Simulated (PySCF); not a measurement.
CH3N2S, doublet, geometry from GFN2-xTB; DF-M062X/6-311G** (PySCF).

PySCF was given this input:
```python
from pyscf import gto, scf, dft

mol = gto.M(
    atom='''
N     0.914066   -0.957253    0.861916
C    -0.034507   -0.356821    0.267873
N    -1.312905   -0.740355    0.396728
S     0.293853    1.030757   -0.746178
H     1.849789   -0.599573    0.739589
H    -1.520321   -1.567693    0.928688
H    -2.032198   -0.300667   -0.147177
''',
    basis='6-311g**',
    charge=0,
    spin=1,
    verbose=5,
)

mf = dft.UKS(mol)
mf.xc = 'm062x'
mf.grids.level = 7
mf = mf.density_fit(auxbasis='def2-universal-jkfit')
mf.kernel()
```

Q: Predict the main parts of the log of this PySCF run.

A: 
```
PySCF version 2.14.0

[INPUT] verbose = 5
[INPUT] max_memory = 4000
[INPUT] num. atoms = 7
[INPUT] num. electrons = 39
[INPUT] charge = 0
[INPUT] spin (= nelec alpha-beta = 2S) = 1
[INPUT] symmetry False subgroup None
[INPUT] Mole.unit = angstrom
[INPUT] Symbol           X                Y                Z      unit          X                Y                Z       unit  Magmom
[...]
[INPUT] ---------------- BASIS SET ----------------
[INPUT] l, kappa, [nprim/nctr], expnt,             c_1 c_2 ...
[INPUT] N
[...]
                                949.044           0.0149613
                                218.776           0.0735006
                                63.6916           0.248937
                                18.8282           0.60246
                                2.72023           0.256202
[...]
                                7.02614           0.921666
                                2.11205           -0.00256919
[...]
                                7.02614           0.237403
                                2.11205           0.817592
[...]
[INPUT] H
[...]
                                5.09479           0.190373
                                1.15879           0.852161
[...]
[INPUT] S
[...]
                                13961.7           0.005793
                                3169.91           0.029954
                                902.456           0.119028
                                297.158           0.368432
                                108.702           0.577299
[...]
                                43.1553           0.624465
                                18.1079           0.283366
[...]
                                117.221           0.064024
                                37.7749           0.277614
                                14.0584           0.745076
[...]
                                2.26297           0.443818
[...]
[INPUT] C
[...]
                                682.024           0.0152306
                                154.973           0.0761269
                                44.4553           0.260801
                                13.029            0.616462
                                1.82773           0.221006
[...]
                                4.80331           0.919999
                                1.45933           -0.00303068
[...]
                                4.80331           0.237594
                                1.45933           0.815854
[...]
nuclear repulsion = 148.104036655054
number of shells = 48
number of NR pGTOs = 162
number of NR cGTOs = 98
basis = 6-311g**
ecp = {}

******** <class 'pyscf.df.df_jk.DFUKS'> ********
method = DFUKS
initial guess = minao
damping factor = 0
level_shift factor = 0
DIIS = <class 'pyscf.scf.diis.CDIIS'>
diis_start_cycle = 1
diis_space = 8
diis_damp = 0
SCF conv_tol = 1e-09
SCF conv_tol_grad = None
SCF max_cycles = 50
direct_scf = False
number electrons alpha = 20  beta = 19
XC library pyscf.dft.libxc version 7.1.2
    S. Lehtola, C. Steigemann, M. J. T. Oliveira, and M. A. L. Marques,  SoftwareX 7, 1–5 (2018)
XC functionals = m062x
    Y. Zhao and D. G. Truhlar,  Theor. Chem. Acc. 120, 215 (2008)
    Y. Zhao and D. G. Truhlar,  Theor. Chem. Acc. 120, 215 (2008)
radial grids:
    Treutler-Ahlrichs [JCP 102, 346 (1995); DOI:10.1063/1.469408] (M4) radial grids

becke partition: Becke, JCP 88, 2547 (1988); DOI:10.1063/1.454033
pruning grids: <function nwchem_prune>
grids dens level: 7
symmetrized grids: False
atomic radii adjust function: <function treutler_atomic_radii_adjust>
small_rho_cutoff = 0
Set gradient conv threshold to 3.16228e-05
atom N rad-grids = 135, ang-grids = [  50   50   50   50   50   50   50   50   50   50   50   50   50   50
   50   50   50   50   50   50   50   50   50   50   50   50   50   50
   50   50   50   50   50   50   50   50   50   50   50   50   50   50
   86   86   86   86   86   86   86   86   86   86   86   86   86   86
   86   86   86   86  974  974  974  974  974  974  974  974  974  974
  974  974 1202 1202 1202 1202 1202 1202 1202 1202 1202 1202 1202 1202
 1202 1202 1202 1202 1202 1202 1202 1202 1202 1202 1202 1202 1202 1202
 1202 1202 1202 1202 1202 1202 1202 1202 1202 1202  974  974  974  974
  974  974  974  974  974  974  974  974  974  974  974  974  974  974
  974  974  974  974  974  974  974  974  974]
atom C rad-grids = 135, ang-grids = [  50   50   50   50   50   50   50   50   50   50   50   50   50   50
   50   50   50   50   50   50   50   50   50   50   50   50   50   50
   50   50   50   50   50   50   50   50   50   50   50   50   50   86
   86   86   86   86   86   86   86   86   86   86   86   86   86   86
   86   86  974  974  974  974  974  974  974  974  974  974  974 1202
 1202 1202 1202 1202 1202 1202 1202 1202 1202 1202 1202 1202 1202 1202
 1202 1202 1202 1202 1202 1202 1202 1202 1202 1202 1202 1202 1202 1202
 1202 1202 1202 1202 1202 1202  974  974  974  974  974  974  974  974
  974  974  974  974  974  974  974  974  974  974  974  974  974  974
  974  974  974  974  974  974  974  974  974]
atom S rad-grids = 140, ang-grids = [  50   50   50   50   50   50   50   50   50   50   50   50   50   50
   50   50   50   50   50   50   50   50   50   50   50   50   50   50
   50   50   50   50   50   50   50   50   50   50   50   50   50   86
   86   86   86   86   86   86   86   86   86   86   86   86   86   86
   86   86   86   86   86   86   86   86  974  974  974  974  974  974
  974  974  974  974  974  974  974  974  974  974 1202 1202 1202 1202
 1202 1202 1202 1202 1202 1202 1202 1202 1202 1202 1202 1202 1202 1202
 1202 1202 1202 1202 1202 1202 1202 1202 1202 1202 1202 1202 1202 1202
  974  974  974  974  974  974  974  974  974  974  974  974  974  974
  974  974  974  974  974  974  974  974  974  974  974  974  974  974]
atom H rad-grids = 90, ang-grids = [ 50  50  50  50  50  50  50  50  50  50  50  50  50  50  50  50  50  50
  50  50  50  50  50  50  50  50  50  86  86  86  86  86  86  86 770 770
[...]
  2.25237777e+00  2.40404238e+00  2.43028066e+00  2.44138982e+00
  2.51964004e+00  2.63051337e+00  2.65737824e+00  2.72937446e+00
  2.83483191e+00  2.85615705e+00  2.89395115e+00  3.02475998e+00
  3.07118897e+00  3.17821678e+00  3.48571656e+00  3.49782231e+00
  3.82461656e+00  3.87925407e+00  4.21071828e+00  4.75376997e+00
  4.84277371e+00  5.12283283e+00  7.80205149e+00  1.73771288e+01
  1.74059250e+01  1.75643922e+01  2.38527921e+01  3.56311536e+01
  3.58194269e+01  1.89033028e+02]
  beta  mo_energy =
[-8.99144881e+01 -1.47708094e+01 -1.47207091e+01 -1.06515768e+01
 -8.28313563e+00 -6.20223829e+00 -6.19667662e+00 -6.19350565e+00
 -1.08294724e+00 -9.70901358e-01 -8.07654849e-01 -6.87009290e-01
 -6.23817459e-01 -5.54405406e-01 -4.85822239e-01 -4.80160700e-01
 -3.30494573e-01 -3.22674639e-01 -2.94910400e-01 -1.31307025e-01
  6.46389259e-02  7.06832946e-02  7.80405772e-02  1.19533925e-01
  1.26793022e-01  2.00244381e-01  2.21742987e-01  2.56860397e-01
  3.37959877e-01  3.67170597e-01  3.81902997e-01  4.08908777e-01
  4.84022482e-01  4.91680673e-01  5.07272216e-01  6.03641956e-01
  6.14396755e-01  6.63239889e-01  7.07316348e-01  7.25483887e-01
  7.45965206e-01  7.60902266e-01  8.08435569e-01  8.42990478e-01
  8.49278825e-01  8.86555508e-01  9.68808438e-01  9.96639141e-01
  1.00258740e+00  1.10162741e+00  1.19182962e+00  1.25585770e+00
  1.29058769e+00  1.32242920e+00  1.50569207e+00  1.54846742e+00
  1.57506747e+00  1.63522119e+00  1.66822297e+00  1.68221297e+00
  1.70308731e+00  1.72005109e+00  1.75094258e+00  1.84493798e+00
  1.90849999e+00  2.01406420e+00  2.02131180e+00  2.17843877e+00
  2.25484774e+00  2.40473320e+00  2.43140234e+00  2.44205845e+00
  2.52076616e+00  2.63215753e+00  2.65969873e+00  2.73056159e+00
  2.83479883e+00  2.85691274e+00  2.89603512e+00  3.02681925e+00
  3.07239469e+00  3.17915884e+00  3.48655540e+00  3.49808101e+00
  3.82449495e+00  3.88193985e+00  4.21918487e+00  4.75498195e+00
  4.84328054e+00  5.12398218e+00  7.80931323e+00  1.73890924e+01
  1.74531810e+01  1.75754470e+01  2.38522434e+01  3.56302123e+01
  3.58179599e+01  1.89046655e+02]
multiplicity <S^2> = 0.7545646  2S+1 = 2.0045594
nelec by numeric integration = [20. 19.]
E1 = -1045.6308937288004  E2 = 350.00435698670617  Ecoul = 396.0175771655716  Exc = -46.01322017886544
cycle= 28 E= -547.52250008704  delta_E= -3.69e-10  |g|= 4.45e-06  |ddm|= 0.000475
  alpha mo_energy =
[-8.99228746e+01 -1.47707468e+01 -1.47229745e+01 -1.06512094e+01
 -8.28538824e+00 -6.21595761e+00 -6.20475131e+00 -6.19954594e+00
 -1.08586897e+00 -9.76624686e-01 -8.40585951e-01 -6.92334982e-01
 -6.30338940e-01 -5.59507023e-01 -5.00961021e-01 -4.87954519e-01
 -3.79420621e-01 -3.36247089e-01 -3.30072281e-01 -3.06984450e-01
  6.48128260e-02  6.89897977e-02  7.63055154e-02  1.22917746e-01
  1.30743392e-01  2.13834908e-01  2.23902955e-01  2.53435740e-01
  3.29073357e-01  3.60022778e-01  3.76101426e-01  4.05194706e-01
  4.83034044e-01  4.83490239e-01  5.05349580e-01  5.97721256e-01
  6.11915064e-01  6.61094089e-01  7.02334300e-01  7.18853273e-01
  7.30014230e-01  7.52705188e-01  7.94287486e-01  7.96353604e-01
  8.37417617e-01  8.68353506e-01  9.43629734e-01  9.73335083e-01
  9.94249509e-01  1.09742067e+00  1.19030800e+00  1.25486109e+00
  1.28605035e+00  1.31908371e+00  1.49726174e+00  1.53357164e+00
  1.56837091e+00  1.61222019e+00  1.62546073e+00  1.67802783e+00
  1.69850011e+00  1.71572365e+00  1.74959953e+00  1.83718281e+00
  1.89899985e+00  2.01339288e+00  2.01803820e+00  2.17678958e+00
  2.25237666e+00  2.40404164e+00  2.43027974e+00  2.44138904e+00
  2.51963905e+00  2.63051232e+00  2.65737730e+00  2.72937372e+00
  2.83483072e+00  2.85615585e+00  2.89394984e+00  3.02475885e+00
  3.07118791e+00  3.17821564e+00  3.48571524e+00  3.49782099e+00
  3.82461523e+00  3.87925318e+00  4.21071621e+00  4.75376860e+00
  4.84277252e+00  5.12283152e+00  7.80205119e+00  1.73771290e+01
  1.74059240e+01  1.75643917e+01  2.38527904e+01  3.56311516e+01
  3.58194248e+01  1.89033028e+02]
  beta  mo_energy =
[-8.99144887e+01 -1.47708112e+01 -1.47207113e+01 -1.06515786e+01
 -8.28313603e+00 -6.20223872e+00 -6.19667702e+00 -6.19350606e+00
 -1.08294831e+00 -9.70902464e-01 -8.07655360e-01 -6.87010200e-01
 -6.23818224e-01 -5.54406435e-01 -4.85823454e-01 -4.80160901e-01
 -3.30495749e-01 -3.22675436e-01 -2.94916986e-01 -1.31300615e-01
  6.46384908e-02  7.06823224e-02  7.80403102e-02  1.19533417e-01
  1.26792667e-01  2.00244124e-01  2.21744284e-01  2.56860310e-01
  3.37959451e-01  3.67170271e-01  3.81902586e-01  4.08908469e-01
  4.84022296e-01  4.91680190e-01  5.07271523e-01  6.03641298e-01
  6.14396208e-01  6.63239296e-01  7.07315788e-01  7.25483008e-01
  7.45964721e-01  7.60901842e-01  8.08435232e-01  8.42989077e-01
  8.49278643e-01  8.86555360e-01  9.68807921e-01  9.96638796e-01
  1.00258690e+00  1.10162679e+00  1.19182897e+00  1.25585685e+00
  1.29058705e+00  1.32242848e+00  1.50569128e+00  1.54846697e+00
  1.57506676e+00  1.63522050e+00  1.66822382e+00  1.68221228e+00
  1.70308657e+00  1.72005051e+00  1.75094203e+00  1.84493732e+00
  1.90849978e+00  2.01406354e+00  2.02131091e+00  2.17843793e+00
  2.25484672e+00  2.40473243e+00  2.43140123e+00  2.44205773e+00
  2.52076518e+00  2.63215635e+00  2.65969782e+00  2.73056089e+00
  2.83479776e+00  2.85691163e+00  2.89603388e+00  3.02681806e+00
  3.07239365e+00  3.17915785e+00  3.48655407e+00  3.49807981e+00
  3.82449378e+00  3.88193818e+00  4.21918293e+00  4.75498050e+00
  4.84327942e+00  5.12398078e+00  7.80931285e+00  1.73890914e+01
  1.74531812e+01  1.75754466e+01  2.38522417e+01  3.56302102e+01
  3.58179578e+01  1.89046654e+02]
multiplicity <S^2> = 0.75456452  2S+1 = 2.0045593
nelec by numeric integration = [20. 19.]
E1 = -1045.6309254026614  E2 = 350.00438866053173  Ecoul = 396.0176114913521  Exc = -46.0132228308204
Extra cycle  E= -547.522500087076  delta_E= -3.55e-11  |g|= 2.25e-06  |ddm|= 1.01e-05
converged SCF energy = -547.522500087076  <S^2> = 0.75456452  2S+1 = 2.0045593
```
